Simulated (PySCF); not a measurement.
A GIAO shielding run with PySCF 2.14.0 with density-fitted response routines (density fitting, non-relativistic, gas phase) on SMILES CCc1cpc(C)cp1, C7H10P2:

```
{"job": {"kind": "nmr", "xc": "PBE0", "basis": "pcSseg-1"}, "charge": 0, "multiplicity": 1}
C     -3.028232     0.544483    -0.706672
C     -2.443523    -0.397015     0.345693
C     -0.937765    -0.312851     0.337496
C     -0.238090    -1.121863    -0.522832
P      1.466190    -1.236782    -0.830276
C      2.146342    -0.037670     0.246037
C      3.646274     0.088092     0.211840
C      1.444434     0.773317     1.106413
P     -0.258183     0.888283     1.413830
H     -4.114797     0.499996    -0.697520
H     -2.676290     0.271696    -1.699626
H     -2.720398     1.568567    -0.502233
H     -2.821165    -0.108237     1.329979
H     -2.765935    -1.420377     0.139948
H     -0.824105    -1.814437    -1.123978
H      3.942717     1.126513     0.067666
H      4.063426    -0.512204    -0.595234
H      4.076558    -0.254948     1.153324
H      2.032740     1.464686     1.706952
```

Hardware: 1 thread of an Arm Neoverse V2, shared host. The job also computes population analyses, field gradients, ring-centre shieldings.

Problem. How large is the calculation?

Solution. 82 electrons, 217 basis functions and 1167 auxiliary functions.

Problem. How long does it take?

Solution. 42 s of wall time, with 14 SCF cycles and 5 response iterations. Times on a shared host scatter by some tens of per cent.
